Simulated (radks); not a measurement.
Q: Br XIV, 22 electrons, occupied as [Ar] 3d4. Method: scalar-relativistic Kohn-Sham, PBE, spin-polarised, spherical densities, finite nucleus; open shells are filled with parallel spins first; Fermi nuclear charge, rms radius 4.1629 fm; computed with a radial shooting solver on a logarithmic mesh with Libxc functionals. Some entries of the table are withheld. Estimate them.

orbital,occ.,eigenvalue (eV),<1/r> (bohr^-1)
1s up,1,-13707.86,35.65
1s down,1,-13707.84,35.65
2s up,1,-2127.791,7.908
2s down,1,-2121.592,7.926
2p up,3,-1923.296,7.735
2p down,3,-1918.676,7.750
3s up,1,-584.5484,2.808
3s down,1,-575.7737,2.788
3p up,3,(1),(2)
3p down,3,(3),(4)
3d up,4,-415.4568,2.509
3d down,0,-405.4578,2.490
4s up,0,-252.0968,1.283
4s down,0,-249.1312,1.273
4p up,0,-229.1333,1.223
4p down,0,-226.2430,1.213

A: 
(1) 3p up eigenvalue (eV): -518.9996
(2) 3p up <1/r> (bohr^-1): 2.692
(3) 3p down eigenvalue (eV): -510.1228
(4) 3p down <1/r> (bohr^-1): 2.670
